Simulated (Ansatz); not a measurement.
Geometry optimisation, Ansatz, RKS r2SCANh-D4/def2-SVP.

input.yaml

```yaml
crystal:
  periodic: [false, false, false]
  atoms:
    - { symbol: Si, position_ang: [-0.6902, 1.0618, -0.9201] }
    - { symbol: Se, position_ang: [1.4287, 0.4547, -0.6739] }
    - { symbol: Si, position_ang: [0.7801, -1.0888, 0.8696] }
    - { symbol: H, position_ang: [2.31182, 0.91429, -1.8357] }
    - { symbol: H, position_ang: [-0.8096, 2.1751, -1.9495] }
    - { symbol: H, position_ang: [-1.2618, 1.612, 0.3511] }
    - { symbol: H, position_ang: [2.0314, -1.8034, 1.3671] }
    - { symbol: H, position_ang: [-0.084, -2.0323, 0.2705] }
    - { symbol: H, position_ang: [0.1628, -0.3982, 2.0566] }
basis:
  gaussian: { orbitals: def2-SVP }
hamiltonian:
  xc: r2scanh
  dispersion: d4
relax:
  f_tol: 0.02
  max_steps: 50
```

Command:

```bash
$ ansatz run input.yaml --threads 2 --pin off --max-ram 3072MiB --backend cpu --events-out ev --progress --plain --runs-dir out
```

Task: Where does it end, and by what steps?

Result: The forces met the threshold. After 16 steps the energy has fallen by 2.489 eV; H4 moved furthest, 1.05 Å.

```tsv
step	energy less start (eV)	largest force component (eV/Å)	accepted
0	0.0000	2.947	yes
1	-0.8058	1.560	yes
2	-1.2598	0.988	yes
3	-1.5642	1.275	yes
4	-1.8504	1.578	yes
5	-2.0339	1.704	yes
6	-2.2163	1.366	yes
7	-2.3585	0.943	yes
8	-2.4347	0.501	yes
9	-2.4519	0.279	yes
10	-2.4644	0.345	yes
11	-2.4836	0.064	yes
12	-2.4852	0.029	yes
13	-2.4868	0.053	yes
14	-2.4878	0.047	yes
15	-2.4890	0.021	yes
16	-2.4892	0.017	yes
```

```xyz
9
Properties=species:S:1:pos:R:3
Si -1.114 1.067 -0.948
Se 1.385 0.840 -0.453
Si 0.965 -1.053 0.845
H 1.800 0.024 -1.607
H -0.744 2.217 -1.887
H -1.076 1.969 0.292
H 2.248 -1.514 1.443
H 0.376 -2.088 -0.037
H 0.030 -0.568 1.887
```

Whether the end is a true minimum wasn't checked by a vibrational analysis.

Run time: 47 s on 2 threads of Intel(R) Xeon(R) Platinum 8488C (Sapphire Rapids) (shared host), peak memory 0.26 GiB.
